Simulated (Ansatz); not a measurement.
**From B to Ga: the atomisation energy (no zero-point term)**

Gas-phase molecules, one atom swapped for its congeners: C2H7BO2 (ethylboronic acid) `CCB(O)O`; C2H7AlO2 `C[CH2][Al]([OH])[OH]`; C2H7GaO2 `C[CH2][Ga]([OH])[OH]`. All are singlets with charge 0.

Shapes, held fixed at every level: PBE0-D4/def2-TZVP. Flexible molecules stand in one conformer, not always the lowest. Programs: Ansatz 0.2.0. Values in eV.

```tsv
level	C2H7BO2	C2H7GaO2
HF/def2-SVP	38.94	33.26
SPW92/def2-TZVPP	58.70	52.69
PBE-D4/def2-TZVPP	52.36	46.70
wB97M-V/def2-TZVPP	51.56	45.97
B2PLYP/def2-TZVPP	50.95	45.52
MP2/def2-SVP	49.97	44.33
CCSD(T)/def2-TZVPP	50.19	45.16
```

(1) Estimate the column for C2H7AlO2 from its neighbours.

## Answers

(1) The mean of the neighbours at CCSD(T)/def2-TZVPP is 47.67 eV, against 47.16 from the run. All rows: HF/def2-SVP 35.54; SPW92/def2-TZVPP 54.68; PBE-D4/def2-TZVPP 48.81; wB97M-V/def2-TZVPP 48.34; B2PLYP/def2-TZVPP 47.77; MP2/def2-SVP 46.31; CCSD(T)/def2-TZVPP 47.16 eV. At CCSD(T)/def2-TZVPP the atomisation energy falls at every step, from 50.19 to 45.16 eV. Every level shows the same order. Relativity is left out for Ga. Outer-core shells of Ga are correlated in most correlated rows, in sets that cover them unevenly. Spin-orbit coupling, which grows down the group, is left out (summed over each molecule's free atoms 0.03, 0.04, 0.09 eV). Coupled cluster in double- or triple-zeta sets underbinds by a few per cent against its basis-set limit.
